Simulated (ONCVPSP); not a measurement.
**Logarithmic derivatives: F (Z = 9), ONCV**

F (Z = 9), optimised norm-conserving Vanderbilt (ONCV), made with ONCVPSP 4.0.1 (PBEsol, scalar-relativistic). Core [He], reference 2s2 2p4 (charge +1). Waves: 2s: rc 0.70 bohr, ncon 4, nbas 7, qcut 11.6 1/bohr, local; 2p: rc 1.20 bohr, ncon 4, nbas 7, qcut 12.9 1/bohr, 1 projector; d scattering state at 0.35 Ha: rc 1.15 bohr, ncon 4, nbas 8, qcut 8 1/bohr, 2 projectors, debl 3.3 Ha. Local part: the s channel. Core correction: none.

The phase is arctan(r·R′/R) of the radial function R(r), unwrapped; energies in Ha, scanned from -3 to 5 Ha. A pole is an energy at which the radial function vanishes at the test radius. The pseudo phase is shifted by a multiple of π to meet the all-electron one at the reference energy, and phase errors are pseudo minus all-electron; the curves can meet again beyond the range given. Levels narrower than the energy grid can be missing from the lists of poles.

| channel | radius (bohr) | reference energy (Ha) | poles, all-electron | poles, pseudo | unbroken range about the reference energy with phases within 0.05 rad | phase error 1 Ha above the reference energy (rad) |
| --- | --- | --- | --- | --- | --- | --- |
| s | 0.71 | -1.73 | none | none | the whole range | -0.000 |
| p | 1.22 | -1.04 | 0.20 | 0.22 | below 2.4 | +0.003 |
| d | 1.16 | 0.35 | none | none | the whole range | +0.000 |

Phases in the d channel:

```csv
E (Ha),all-electron,pseudo
-2.98,1.141,1.141
-2.76,1.125,1.125
-2.54,1.108,1.108
-2.32,1.089,1.089
-2.10,1.068,1.068
-1.88,1.045,1.045
-1.66,1.019,1.019
-1.44,0.990,0.990
-1.22,0.957,0.957
-1.00,0.919,0.919
-0.78,0.876,0.876
-0.56,0.827,0.827
-0.34,0.770,0.770
-0.12,0.703,0.703
0.10,0.625,0.625
0.32,0.534,0.534
0.54,0.428,0.428
0.76,0.305,0.305
0.98,0.166,0.166
1.20,0.013,0.013
1.42,-0.147,-0.147
1.64,-0.308,-0.308
1.86,-0.461,-0.461
2.08,-0.601,-0.601
2.30,-0.725,-0.725
2.52,-0.833,-0.833
2.74,-0.925,-0.925
2.96,-1.004,-1.004
3.18,-1.072,-1.072
3.40,-1.131,-1.131
3.62,-1.181,-1.181
3.84,-1.226,-1.226
4.06,-1.264,-1.264
4.28,-1.299,-1.299
4.50,-1.330,-1.330
4.72,-1.357,-1.357
4.94,-1.383,-1.383
```
